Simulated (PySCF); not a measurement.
Coordinates in bohr (charge 0 multiplicity 3):
```
Pd   -0.7502   -1.6663    0.0000
O    -3.3382   -3.8329    0.0001
I     3.9918   -0.7410    0.0001
I    -2.9471    2.6441   -0.0001
```

Method: UPBE in PySCF with Pd def2-SVP with ECP28, O def2-SVP, I def2-SVP with ECP28; scalar-relativistic core potentials, no spin–orbit coupling; density-fitted integrals.

This geometry of PdOI₂ is a stationary point at this level.

Q: What is the point group?

A: Cs.

Q: Is it a minimum?

A: Yes: all harmonic wavenumbers are real, though the softest, 51 cm⁻¹, leaves little margin.

Q: Give the atomic charges and bond orders.

A: 
```json
{"atom": "Pd1", "Mulliken": "0.20", "Löwdin": "-0.55", "polar tensor": "0.65", "spin (Mulliken)": "0.58", "Mayer order to Pd1": "–"}
{"atom": "O2", "Mulliken": "-0.21", "Löwdin": "0.00", "polar tensor": "-0.28", "spin (Mulliken)": "1.05", "Mayer order to Pd1": "1.40"}
{"atom": "I3", "Mulliken": "0.00", "Löwdin": "0.26", "polar tensor": "-0.22", "spin (Mulliken)": "0.28", "Mayer order to Pd1": "1.07"}
{"atom": "I4", "Mulliken": "0.02", "Löwdin": "0.28", "polar tensor": "-0.15", "spin (Mulliken)": "0.10", "Mayer order to Pd1": "1.03"}
```
Other Mayer orders above 0.3: O–I 0.38.

Q: Give the ideal-gas entropy at 298.15 K and 1 bar by parts.

A: translation 182.8, rotation 131.1, vibration 63.7, spin 9.1; total 386.7 J/(mol K).

Only a few start shapes were tried, so a lower isomer may exist. Open d and f shells are described by one determinant, and the ground state may have another occupation or spin. No spin–orbit coupling is included, which matters more the heavier the element.
